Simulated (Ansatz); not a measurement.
Basis-set extrapolation for CH7BO3Si (`BO[Si](C)(O)O`) (PBE0-D4/def2-TZVP geometry, frozen core, Ansatz). Multiplicity 1, RHF reference.

|  | def2-TZVPP | def2-QZVPP |
| --- | --- | --- |
| HF | -580.513401 | -580.537639 |
| MP2 correlation | -1.107005 | -1.193155 |
| CCSD(T) correlation | -1.184085 | not run |

Energies in hartree. Use E(X) = E(∞) + A·exp(−7.88·√X) for Hartree–Fock and E(X) = E(∞) + B·X^(−2.97) for correlation, with X = 3 and 4, and add CCSD(T) minus MP2 of the smaller set to the MP2 limit.

Question: What is the CCSD(T) energy at the basis-set limit?

Answer: HF limit: -580.537639 + (-0.024238) × 0.13774 = -580.54098. MP2 limit: -1.193155 + (-0.086150) × 0.74074 = -1.25697. Higher-order term: -1.184085 − (-1.107005) = -0.07708. Total: -581.87503 hartree, 111.4 kcal/mol below CCSD(T)/def2-TZVPP.
